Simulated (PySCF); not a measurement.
## Chemical shifts up a ladder of levels: chrysene (C18H12)

System: chrysene (C18H12), SMILES c1ccc2c(c1)ccc1c3ccccc3ccc21.

Atom-mapped SMILES (hydrogens are numbered by the atom that bears them): [cH:1]1[cH:2][cH:3][c:4]2[c:5]([cH:6]1)[cH:7][cH:8][c:9]1[c:10]3[cH:11][cH:12][cH:13][cH:14][c:15]3[cH:16][cH:17][c:18]21

GIAO shifts in ppm, gas phase, PySCF SCF with an in-house response code; 1H, 13C and 29Si against isolated TMS and 19F against isolated CFCl3 at the same level and kind of geometry; averaged over atoms that symmetry or fast rotation interchanges.

The gap is small, so a closed-shell solution may not be the true ground state; the numbers describe that solution.

```csv
atom,KT3/pcSseg-1 on GFN2-xTB,KT3/pcSseg-2 on PBE0-D3(BJ)
C1/13,120.0,123.8
C2/12,120.4,123.9
C3/11,116.0,120.2
C4/10,122.2,128.2
C5/15,124.1,129.7
C6/14,122.7,126.7
C7/16,121.9,125.3
C8/17,114.6,118.3
C9/18,120.3,125.7
H on 1/13,7.69,7.61
H on 2/12,7.78,7.70
H on 3/11,8.85,8.96
H on 6/14,7.93,7.94
H on 7/16,7.99,7.97
H on 8/17,8.83,8.91
```

Q: What are the shifts at PBE0/pcSseg-2 on PBE0-D3(BJ)?

A: 
| atom | shift / ppm |
| --- | --- |
| C1/13 | 135.4 |
| C2/12 | 135.6 |
| C3/11 | 132.2 |
| C4/10 | 140.0 |
| C5/15 | 141.7 |
| C6/14 | 138.5 |
| C7/16 | 137.0 |
| C8/17 | 130.2 |
| C9/18 | 137.4 |
| H on 1/13 | 7.93 |
| H on 2/12 | 8.01 |
| H on 3/11 | 9.29 |
| H on 6/14 | 8.29 |
| H on 7/16 | 8.32 |
| H on 8/17 | 9.25 |
